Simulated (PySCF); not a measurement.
**Quadrupolar nuclei of `COCC(C)(C)C(=O)F` in NMR**

Species: C₆H₁₁FO₂.
Z-matrix (Å and degrees, GFN2-xTB geometry), rows numbered from 1:
```
C 
O   1  1.4033
C   2  1.4061  1  112.74
C   3  1.5418  2  108.78  1   179.24
C   4  1.5358  3  109.46  2   -62.20
C   4  1.5281  3  110.31  2    60.08
C   4  1.5025  3  108.69  2   179.68
O   7  1.1785  4  130.17  3  -125.06
F   7  1.3714  4  111.40  3    55.64
H   1  1.0970  2  111.29  3    60.06
H   1  1.0878  2  106.56  3   179.38
H   1  1.0971  2  111.29  3   -61.30
H   3  1.1010  2  110.15  1    58.56
H   3  1.1025  2  110.07  1   -60.52
H   5  1.0876  4  110.82  3   -61.56
H   5  1.0862  4  108.48  3    57.87
H   5  1.0874  4  110.51  3   177.60
H   6  1.0873  4  110.47  3    62.89
H   6  1.0857  4  109.11  3   -57.04
H   6  1.0867  4  110.38  3  -177.34
```

Computed at PBE0/pcSseg-1 (PySCF, non-relativistic):

| atom | environment | nucleus | spin I | Q (b) | CQ = χzz (MHz) | η |
| --- | --- | --- | --- | --- | --- | --- |
| O2 | ether oxygen | 17O | 5/2 | -0.0256 | 12.423 | 0.947 |
| O8 | carbonyl oxygen | 17O | 5/2 | -0.0256 | 9.669 | 0.475 |

Problem. Which field gradients stand behind these couplings (CQ in MHz = 234.96 × Q in b × Vzz in au)?

Solution. The tensor is traceless, so η fixes the two smaller values:

```csv
atom,Vxx (au),Vyy (au),Vzz (au),Vzz (10²¹ V/m²)
O2,0.055,2.011,-2.065,-20.07
O8,0.422,1.186,-1.607,-15.62
```

Problem. Give the quadrupolar product PQ = |CQ|√(1 + η²/3), the quadrupolar frequency νQ = 3|CQ|/[2I(2I − 1)] and the Larmor frequency ν0 = |g| × 7.62259 MHz/T × B at 18.8 T, with g(17O) = −0.75752.

Solution. 
```csv
atom,PQ (MHz),νQ (MHz),ν0 (MHz),νQ/ν0
O2,14.16,1.863,108.56,0.017
O8,10.03,1.450,108.56,0.013
```

For O2: PQ = 12.42 × 1.1397, νQ = 12.42 × 0.1500, ν0 = 5.7742 MHz/T × 18.8 T.

Problem. For half-integer spins with νQ below a tenth of ν0, find the second-order shift of the centre of gravity of the central transition at 18.8, 23.5 and 28.2 T.

Solution. From −(3/40)(PQ/ν0)²[I(I + 1) − 3/4]/[I(2I − 1)]², which goes as 1/B² (ppm):

```
     site  18.8 T  23.5 T  28.2 T
17O at O2    -102   -65.3   -45.4
17O at O8   -51.2   -32.8   -22.7
```

Problem. In the extreme-narrowing limit, with isotropic tumbling and one correlation time, the quadrupolar linewidth goes as PQ². What relative widths follow for the 17O sites?

Solution. O2 1, O8 0.5, with O2 as 1.

Solvent, lattice and vibrations would change these gradients. Geometry: GFN2-xTB, one conformer, isolated molecule. GFN2-xTB bond lengths can be off by several hundredths of an ångström, more for odd bonds, and the gradients follow them. A larger basis could move these couplings by a tenth or more.

The run behind these numbers computed NMR shieldings as well. Cost: about 1.7 min of CPU time on one thread; the machine was shared, so the figure is rough.
